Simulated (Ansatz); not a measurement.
`[CH3][AlH][Br]`, relaxed with RKS PBE-D4/def2-SVP in the Gaussian-basis code of Ansatz from a rough embedded geometry. The force threshold is 0.03 eV/Å; the program also tests the step.

The species carries charge 0 and has multiplicity 1.

Start:

```xyz
7

C     0.164   -0.824    0.401
Al   -0.271    0.794   -0.543
Br    0.765    2.815    0.102
H    -0.817   -1.270    0.847
H     0.902   -0.664    1.223
H     0.589   -1.627   -0.262
H    -1.332    0.776   -1.768
```

```tsv
step	energy (eV)	largest force (eV/Å)	largest move (Å)
1	-77719.9277	1.418	0.000
2	-77720.0265	0.579	0.121
3	-77720.0352	0.089	0.027
4	-77720.0358	0.016	0.007
```

End:

```xyz
7

C     0.161   -0.844    0.424
Al   -0.272    0.792   -0.552
Br    0.710    2.761    0.050
H    -0.762   -1.280    0.863
H     0.888   -0.682    1.244
H     0.575   -1.615   -0.261
H    -1.301    0.867   -1.767
```

Run time 3.9 s (2 threads of an AMD EPYC 7R13 on a shared host); peak host memory 0.18 GiB.
